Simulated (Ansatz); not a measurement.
Program: Ansatz. Geometries: PBE0-D4/def2-TZVP. ΔE: electronic, gas phase. CCSD(T)/CBS is the MP2 limit (def2-TZVPP, def2-QZVPP) plus CCSD(T) − MP2 in def2-TZVPP, frozen cores. DFT in def2-TZVPP. HSE06 is defined as in plane-wave codes. Elements past krypton have def2 core potentials. For Hf, I outer-core shells are correlated without core-valence functions, which leaves a few kJ/mol of doubt a bond. Each species was taken in one conformer, which may not be the lowest.

Reaction (formal exchange of groups at the Hf–I bond): `[F][Hf]([F])([Cl])[I]` + benzene → `[F][Hf]([F])([Cl])[c]1ccccc1` + HI

Problem. Is it downhill or uphill in electronic energy at CCSD(T)/CBS, and by how much? (An estimate is asked.)

Solution. Computed: Uphill: ΔE = +43.2 kcal/mol.

Problem. What do these levels give: LDA (SPW92), PBE-D4, r2SCANh-D4, ωB97M-V, PBE, PBE0, r2SCAN0, HSE06, LC-ωPBE, CCSD(T)/def2-SVP, SCS-MP2/def2-TZVPP, MP2/def2-QZVPP? (An estimate is asked.)

Solution. Ansatz gave: LDA (SPW92) 42.9, PBE-D4 42.2, r2SCANh-D4 44.7, ωB97M-V 43.4, PBE 43.3, PBE0 44.8, r2SCAN0 45.8, HSE06 44.8, LC-ωPBE 44.4, CCSD(T)/def2-SVP 38.1, SCS-MP2/def2-TZVPP 42.6, MP2/def2-QZVPP 44.3 kcal/mol.

Largest T1 diagnostic among the species: 0.014.

Leaving LDA and LC-ωPBE aside and taking each functional with its dispersion term where it has one, the values, not all of them listed here, spread over 4.2 kcal/mol, from BLYP-D4 to r2SCAN0-D4. At CCSD(T), def2-SVP lies −5.1 kcal/mol from the extrapolated value and def2-TZVPP −1.6 kcal/mol.
